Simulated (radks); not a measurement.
The numbers below are computed, except where a source is named.
Coulomb parameter of the 4f shell of the gadolinium ion Gd+ in the model configuration [Xe] 4f6 5d1 6s1 6p1, as a second difference U = [E(n + 0.25) + E(n - 0.25) - 2 E(n)] / (0.25)^2 with all orbitals relaxed. "Bare": the charge of the atom changes with n. "Screened": the 6p shell takes up the change at fixed total charge, which measures U(4f,4f) + U(6p,6p) - 2 U(4f,6p). Code: a radial shooting solver on a logarithmic mesh with Libxc functionals. Model: scalar-relativistic Kohn-Sham, PBE, spin-unpolarised, spherical densities, finite nucleus; Fermi nuclear charge, rms radius 5.1569 fm.

| case | configuration | E - E(n) (eV) |
|---|---|---|
| start | [Xe] 4f6 5d1 6s1 6p1 | 0.000 |
| bare +0.25 | [Xe] 4f6.25 5d1 6s1 6p1 | -5.862 |
| bare -0.25 | [Xe] 4f5.75 5d1 6s1 6p1 | 6.939 |
| screened +0.25 | [Xe] 4f6.25 5d1 6s1 6p0.75 | -4.287 |
| screened -0.25 | [Xe] 4f5.75 5d1 6s1 6p1.25 | 4.894 |

U(bare) = 17.244 eV, U(screened by 6p) = 9.716 eV, against the Slater integral F0(4f,4f) = 31.083 eV with frozen orbitals.
